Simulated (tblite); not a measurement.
C₃H₇F₃P₂S.
Geometry (GFN2-xTB, Å), atoms numbered from 1 in this order:
```
atom  x, y, z in Å
C1     3.0796    0.2896    0.2018
S2     1.5742    1.0358   -0.4820
C3     0.4273   -0.3391   -0.1301
P4    -1.2648    0.1562   -0.7170
P5    -1.6989    1.6790    0.7623
C6    -2.1434   -1.2342    0.2067
F7    -3.4705   -1.1412    0.0597
F8    -1.7748   -2.4338   -0.2644
F9    -1.9040   -1.2589    1.5292
H10    3.8741    1.0162    0.0715
H11    2.9336    0.0823    1.2581
H12    3.3140   -0.6196   -0.3445
H13    0.4365   -0.5375    0.9460
H14    0.7573   -1.2224   -0.6839
H15   -1.1611    2.6694   -0.0579
H16   -2.9867    1.8671    0.2503
```

All values are computed: GFN2-xTB (tblite) harmonic vibrations without scaling, gas phase. The method is semi-empirical: single wavenumbers can be off by several per cent or more. Modes of hydrogen on phosphorus can be 10 to 20 % off. One conformer, not necessarily the lowest.

Harmonic wavenumbers (cm⁻¹): 25.3, 35.7, 42.5, 74.4, 110.9, 140.5, 154.0, 176.4, 198.6, 227.5, 257.5, 296.5, 418.5, 465.9, 472.6, 507.7, 667.6, 717.5, 730.8, 736.1, 758.0, 766.5, 815.0, 946.4, 948.5, 1033.4, 1048.2, 1057.4, 1083.6, 1099.8, 1148.6, 1317.5, 1384.2, 1441.9, 1447.1, 2249.5, 2309.7, 2914.3, 2932.8, 3024.2, 3029.5, 3068.3.

A = 1537, B = 604.4, C = 503.2 MHz; mass 193.970 u (most abundant isotopes); point group C1, symmetry number 1.

Problem. What is the zero-point energy?

Solution. Half the sum of the wavenumbers: 21140 cm⁻¹ = 60.44 kcal/mol.

Problem. What is S at 350 K and 1 bar for an ideal gas of classical rigid rotors and harmonic oscillators?

Solution. Translation 42.52, rotation 31.39, vibration 50.77: S = 124.7 cal/(mol K).

Problem. And Cp and H(350 K) − H(0)?

Solution. Cp = 48.57 cal/(mol K), of which vibrations give 40.63 (their classical limit is 42 R = 83.5); H(350 K) − H(0) = 11.03 kcal/mol without the zero-point energy, 8.25 from vibrations.

Problem. What must be added to the electronic energy to get the Gibbs energy at 350 K and 1 bar?

Solution. ZPE + [H(350 K) − H(0)] − T·S = 60.44 + 11.03 − 43.63 = 27.84 kcal/mol.

Problem. Blend soft modes into free rotors: weight 1/[1 + (100 cm⁻¹/ν̃)⁴] for the oscillator and the rest for a rotor with moment μB/(μ + B), μ = h/(8π²ν), B = 10⁻⁴⁴ kg m². What vibrational entropy results?

Solution. 44.18 cal/(mol K) in place of 50.77, which changes −T·S at 350 K by +2.31 kcal/mol.

Hindered rotation and anharmonicity are outside this model. Other conformers, if any are populated, would add a mixing term that is left out. The structure is chiral; the term R ln 2 for an equal mix with its mirror image is left out.
